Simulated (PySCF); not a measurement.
# Electronic structure of Co(2+) (cobalt, charge +2) at the UHF level

Configuration: [Ar] 3d7, high-spin 4F determinant. Calculation: PySCF 2.14, in aug-cc-pVDZ-DK; the spin-free X2C one-electron Hamiltonian (Gaussian nucleus).

- Total energy: -1391.051544 hartree
- One-electron energy: -1908.8332 hartree
- Hartree (Coulomb) energy: 576.1289 hartree
- Exchange energy: -58.3472 hartree
- ⟨S²⟩: 3.7536
- ⟨L²⟩: 12.025
- Sum of ⟨r⟩: 15.44 bohr
- Sum of ⟨r²⟩: 15.66 bohr²
- Langevin diamagnetic susceptibility: -12.4 ×10⁻⁶ cm³/mol
- Time after the integrals: 0.25 s of wall time on 1 thread of Neoverse-V2 (shared host)

```json
{"shell": "1s α", "electrons": "1", "mean orbital energy (hartree)": "-286.46130", "spread (hartree)": "0", "rms radius, mean of both spins (bohr)": "0.0648"}
{"shell": "1s β", "electrons": "1", "mean orbital energy (hartree)": "-286.45911", "spread (hartree)": "0", "rms radius, mean of both spins (bohr)": "0.0648"}
{"shell": "2s α", "electrons": "1", "mean orbital energy (hartree)": "-36.19733", "spread (hartree)": "0", "rms radius, mean of both spins (bohr)": "0.276"}
{"shell": "2s β", "electrons": "1", "mean orbital energy (hartree)": "-36.09490", "spread (hartree)": "0", "rms radius, mean of both spins (bohr)": "0.276"}
{"shell": "2p α", "electrons": "3", "mean orbital energy (hartree)": "-30.97040", "spread (hartree)": "0", "rms radius, mean of both spins (bohr)": "0.249"}
{"shell": "2p β", "electrons": "3", "mean orbital energy (hartree)": "-30.86819", "spread (hartree)": "0", "rms radius, mean of both spins (bohr)": "0.249"}
{"shell": "3s α", "electrons": "1", "mean orbital energy (hartree)": "-5.45296", "spread (hartree)": "0", "rms radius, mean of both spins (bohr)": "0.832"}
{"shell": "3s β", "electrons": "1", "mean orbital energy (hartree)": "-5.17288", "spread (hartree)": "0", "rms radius, mean of both spins (bohr)": "0.832"}
{"shell": "3p α", "electrons": "3", "mean orbital energy (hartree)": "-3.89580", "spread (hartree)": "0", "rms radius, mean of both spins (bohr)": "0.889"}
{"shell": "3p β", "electrons": "3", "mean orbital energy (hartree)": "-3.55846", "spread (hartree)": "0", "rms radius, mean of both spins (bohr)": "0.889"}
{"shell": "3d α", "electrons": "5", "mean orbital energy (hartree)": "-1.40293", "spread (hartree)": "0.05089", "rms radius, mean of both spins (bohr)": "1.13"}
{"shell": "3d β", "electrons": "2", "mean orbital energy (hartree)": "-1.26907", "spread (hartree)": "0", "rms radius, mean of both spins (bohr)": "1.13"}
```

Densities and radii are taken from the X2C orbitals without a picture-change correction, which distorts them close to the nucleus.
